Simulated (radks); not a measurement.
The numbers below are computed, except where a source is named.
The table gives one normalised radial function P(r) = r R(r) of Ta69+ in [He] 2s2 (r in bohr). Level of theory: non-relativistic Kohn-Sham, PBE, spin-polarised, spherical densities, point nucleus; relativity is left out, which matters for an element this heavy (a radial shooting solver on a logarithmic mesh with Libxc functionals).

r	P
0.001227	1.3924
0.001475	1.6437
0.001787	1.9467
0.002165	2.2946
0.002624	2.6888
0.003179	3.1285
0.003852	3.6091
0.004668	4.1205
0.005656	4.6456
0.006798	5.1379
0.008237	5.6057
0.009981	5.9824
0.01209	6.2156
0.01465	6.2519
0.01775	6.0465
0.02151	5.5767
0.02607	4.8563
0.03133	3.9854
0.03796	2.9874
0.046	2.0240
0.05574	1.2135
0.06753	0.6275
0.08183	0.2712
0.09915	0.0943
0.1201	0.0252
0.1444	0.0053
0.175	0.0007
0.212	0.0001
0.2569	0.0000

Which n and l does it have? It may be an empty orbital.

Answer. n = 1, l = 0: the number of nodes gives n - l - 1 = 0, the rise at small r (about r^(l+1)) gives l, and the extent must fit the shell. The curve is that of 1s. 1s: eigenvalue -70009 eV, 0 radial nodes, <r> = 0.0207 bohr, 90 % of the charge inside 0.0367 bohr.
